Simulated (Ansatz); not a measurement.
Two members of one family (Series InH2X), computed with Ansatz in the gas phase; def2 core potentials for I, In, no spin–orbit coupling. Binding counts from free atoms in the multiplicity of their measured ground term, without zero-point energy. A dash marks a value that wasn't run or was left out as unsound. The structures are stationary points that may keep the symmetry of their start.

First: InH2I (singlet, charge 0, r2SCAN-D4/def2-TZVP geometry).

```xyz
4

In    0.034   -0.328   -0.001
H     1.419   -0.869    0.834
H    -1.214   -1.138   -0.834
I    -0.238    2.335    0.002
```

```json
{"level": "PBE-D4/def2-SVP", "HOMO (eV)": "-6.08", "LUMO (eV)": "-2.74", "gap (eV)": "3.35", "vertical IE (eV)": "–", "vertical triplet (eV)": "–", "binding per atom (eV)": "1.87"}
{"level": "PBE-D4/def2-TZVP", "HOMO (eV)": "-6.19", "LUMO (eV)": "-2.79", "gap (eV)": "3.40", "vertical IE (eV)": "9.21", "vertical triplet (eV)": "3.83", "binding per atom (eV)": "1.90"}
{"level": "r2SCAN-D4/def2-TZVP", "HOMO (eV)": "-6.46", "LUMO (eV)": "-2.54", "gap (eV)": "3.93", "vertical IE (eV)": "9.33", "vertical triplet (eV)": "3.91", "binding per atom (eV)": "1.94"}
{"level": "PBE0-D4/def2-TZVP", "HOMO (eV)": "-7.29", "LUMO (eV)": "-2.09", "gap (eV)": "5.20", "vertical IE (eV)": "9.39", "vertical triplet (eV)": "4.10", "binding per atom (eV)": "1.91"}
{"level": "r2SCAN0-D4/def2-TZVP", "HOMO (eV)": "-7.47", "LUMO (eV)": "-1.94", "gap (eV)": "5.53", "vertical IE (eV)": "–", "vertical triplet (eV)": "–", "binding per atom (eV)": "1.93"}
```

Second: InH2Br (singlet, charge 0, r2SCAN-D4/def2-TZVP geometry).

```xyz
4

In   -0.071   -0.287   -0.014
H    -0.807   -0.706   -1.491
H     0.350   -1.130    1.404
Br    0.528    2.124    0.101
```

Problem. Estimate the same table for the second.

Solution. 
```tsv
level	HOMO (eV)	LUMO (eV)	gap (eV)	vertical IE (eV)	vertical triplet (eV)	binding per atom (eV)
PBE-D4/def2-SVP	-6.43	-2.66	3.77	–	–	1.99
PBE-D4/def2-TZVP	-6.60	-2.74	3.85	9.78	4.19	2.02
r2SCAN-D4/def2-TZVP	-6.90	-2.48	4.42	9.95	4.31	2.08
PBE0-D4/def2-TZVP	-7.82	-2.03	5.79	10.04	4.52	2.03
r2SCAN0-D4/def2-TZVP	-8.02	-1.87	6.16	–	–	2.06
```
